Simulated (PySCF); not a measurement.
Question: Give a PBE0-D3(BJ)/def2-SVP geometry of `C[NH][AlH][Br]`.

Answer: 
Z-matrix in Å and degrees, rows numbered from 1:
```
C 
N   1  1.4437
Al  2  1.7669  1  129.11
Br  3  2.2599  2  115.71  1   179.80
H   1  1.1054  2  112.52  3  -119.49
H   1  1.1052  2  112.63  3   119.12
H   1  1.1014  2  110.31  3    -0.27
H   2  1.0162  1  112.61  3  -179.82
H   3  1.5761  2  122.10  1    -0.02
```

The 4 heavy atoms lie in one plane (0.001 Å rms). N2 (nitrogen bonded to Al, C and H) is planar (angles 129.1°, 118.3° and 112.6°, sum 360.0°, 0.00 Å off the plane of its three neighbours). Al3 (aluminium bonded to Br, N and H) is planar (angles 122.2°, 122.1° and 115.7°, sum 360.0°, 0.00 Å off the plane of its three neighbours).

Theory: PBE0-D3(BJ)/def2-SVP geometry optimisation, gas phase in PySCF 2.14.0.

Point group: Cs (tolerance 0.08 Å). Stationary, but not proved a minimum. The numbers are those of one conformer (C1–N2–Al3–Br4 180°).
